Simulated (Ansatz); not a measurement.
**Abstraction of H: MgHCl + CHI2 → MgCl + CH2I2**

Gas-phase species: MgHCl `[MgH][Cl]`, singlet; CHI2 `I[CH]I`, doublet; MgCl, doublet; CH2I2 (diiodomethane) `ICI`, singlet. A radical takes H: the energy is the difference in strength between the Mg–H bond broken and the C–H bond made.

Shapes, held fixed at every level: PBE0-D4/def2-TZVP. Programs: Ansatz 0.2.0. The zero-point and thermal change to 298 K, harmonic and unscaled (PBE0-D4/def2-TZVP), is +19.1 kJ/mol.

Q: Estimate ΔH(298 K) of this reaction.

A: The highest level, CCSD(T)/def2-TZVPP, gives ΔH(298 K) = -113.9 kJ/mol; the levels span -137.9 to -105.7. The column of differences is taken from that level and isn't an error. No measured value is set beside it here. Spin contamination: CHI2 (⟨S²⟩ up to 0.78). Open shells run unrestricted. For atoms past krypton def2 sets carry core potentials with scalar relativity. Outer-core shells of I, Mg are correlated, in sets that cover them unevenly. Sets without diffuse functions underbind ionic bonds of s-block metals.

```tsv
level	kind	ΔH(298 K) (kJ/mol)	less CCSD(T)/def2-TZVPP
MP2/def2-SVP	perturbation theory	-137.9	-24.0
SPW92/def2-TZVPP	LDA	-122.9	-9.0
B3LYP-D4/def2-TZVPP	global hybrid	-106.7	+7.2
PBE0-D4/def2-TZVPP	global hybrid	-116.0	-2.1
r2SCAN0-D4/def2-TZVPP	global hybrid	-107.9	+6.0
wB97X-V/def2-TZVPP	range-separated hybrid	-105.7	+8.2
CCSD/def2-SVP	coupled cluster or CI	-114.3	-0.4
CCSD(T)/def2-TZVPP	coupled cluster or CI	-113.9	0.0
```
